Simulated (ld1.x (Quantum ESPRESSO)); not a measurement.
**Transferability test, TM potential for arsenic**

* Element: arsenic (As)
* Generator: ld1.x (Quantum ESPRESSO) 7.5
* Type: norm-conserving Troullier–Martins (Kleinman–Bylander form)
* Functional: LDA (PZ)
* Relativity: scalar-relativistic
* Frozen core: [Ar]
* Valence charge: 15
* Reference configuration: 3d10 4s1.75 4p3.25
* Partial waves: 4s (bound): rc 1.30 bohr; 4p (bound): rc 1.50 bohr; 3d (bound): rc 0.75 bohr
* Local potential: the d channel
* Core correction: Bessel-smoothed model core, default radius (core density twice the valence density)

Energies are relative to the spin-unpolarised reference configuration 3d10 4s1.75 4p3.25; without spin polarisation the order of configurations can differ from experiment. Spin-polarised rows fill each open shell by Hund’s rule, majority spin first. Not all tests gave a result: 2 of 9 tests not solved or not reliable. Left out of the table: 3d9 4s2 4p4 (solver errors, printed error -2424 eV); 3d9 4s2 4p3 (solver errors, printed error -2411 eV).

```csv
valence configuration,charge,ΔE all-electron (eV),error AE − PS (meV)
3d10 4s2 4p3,0,-2.347,+0.3
3d10 4s2 4p2,+1,6.978,+0.4
3d10 4s2 4p1,+2,25.141,+7.7
3d10 4s1 4p4,0,7.136,-0.3
3d10 4s1.75 4p3.25 (spin-polarised),0,-1.347,+8.5
```

(1) What are ΔE and the potential's error for 3d10 4s2 4p3 (spin-polarised)?

(2) What are ΔE and the potential's error for 3d10 4s0 4p5?

Levels in the configuration 3d10 4s1.75 4p3.25 (spin-polarised):

```json
{"level": "3d up", "all-electron (eV)": "-41.160", "pseudo (eV)": "-41.145"}
{"level": "4s up", "all-electron (eV)": "-15.577", "pseudo (eV)": "-15.583"}
{"level": "4p up", "all-electron (eV)": "-6.123", "pseudo (eV)": "-6.127"}
{"level": "3d down", "all-electron (eV)": "-40.841", "pseudo (eV)": "-40.876"}
{"level": "4s down", "all-electron (eV)": "-13.590", "pseudo (eV)": "-13.582"}
{"level": "4p down", "all-electron (eV)": "-4.284", "pseudo (eV)": "-4.277"}
```

Note: ghost states, extra bound levels that the all-electron valence spectrum of the same l lacks: s at -720.9 eV, p at -343.3 eV. A true bound ghost makes a file unfit for plane-wave use.

Results:

(1) ΔE = -3.671 eV all-electron; the error (AE − PS) is +8.2 meV.

(2) ΔE = 16.859 eV all-electron; the error (AE − PS) is -1.0 meV.
